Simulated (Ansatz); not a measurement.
Program: Ansatz. Geometries: PBE0-D4/def2-TZVP. ΔE: electronic, gas phase. CCSD(T)/CBS is the MP2 limit (def2-TZVPP, def2-QZVPP) plus CCSD(T) − MP2 in def2-TZVPP, frozen cores. This one scheme is used for every species. Functionals use def2-TZVPP. B3LYP here is the variant with VWN-RPA as its local correlation; programs differ in this. Triplets are unrestricted, without spin–orbit coupling. For Ti outer-core shells are correlated without core-valence functions, which leaves a few kJ/mol of doubt a bond. Scalar relativity is left out up to krypton. One conformer a species, not always the lowest.

Consider the formal loss of a carbene: `C[O][Ti]([F])([SH])[Cl]` → `[CH2]` (triplet) + `[OH][Ti]([F])([SH])[Cl]`.

`C[O][Ti]([F])([SH])[Cl]`:

Cartesian coordinates in Å:
```
C 1.035 0.819 1.496
O 0.362 0.283 0.398
Ti -0.491 -0.184 -1.029
F 0.540 -0.205 -2.450
S -1.219 -2.294 -0.561
Cl -2.194 1.166 -1.388
H 2.032 1.149 1.195
H 0.473 1.668 1.893
H 1.127 0.054 2.270
H -1.664 -2.457 -1.823
```

`[CH2]` (triplet):

Cartesian coordinates in Å:
```
C 0.235 -0.009 -0.144
H -0.204 0.977 -0.127
H -0.031 -0.968 0.271
```

`[OH][Ti]([F])([SH])[Cl]`:

Cartesian coordinates in Å:
```
O -0.519 -0.921 1.365
Ti 0.060 -0.266 -0.152
F -1.047 -0.538 -1.478
S 0.226 1.973 0.219
Cl 2.021 -1.094 -0.695
H -1.245 -1.347 1.822
H 0.503 2.194 -1.082
```

CCSD(T)/CBS gives +4.18 eV.

(1) Another level gave +4.14 eV. Which?
A. r2SCAN/def2-TZVPP
B. ωB97X-V/def2-TZVPP
C. B2PLYP/def2-TZVPP
D. B3LYP/def2-TZVPP

Largest T1 diagnostic among the species: 0.025, so the coupled-cluster value is less sure than usual.

## Answers

(1) C. B2PLYP 4.14, ωB97X-V 4.30, B3LYP 4.07, r2SCAN 3.94 eV.

The D4 term adds +0.09 eV with B3LYP and +0.05 eV with PBE0; it sums over pairs of atoms, weighted by their polarisabilities, and B3LYP, whose exchange is more repulsive, gets the larger term. In def2-TZVPP, CCSD(T) changes the Hartree–Fock value by +1.36 eV (the triples alone add +0.13 eV) and MP2 by +1.48 eV. From PBE to PBE0 (25 % exact exchange), in def2-TZVPP and without D4, ΔE moves by −0.11 eV.
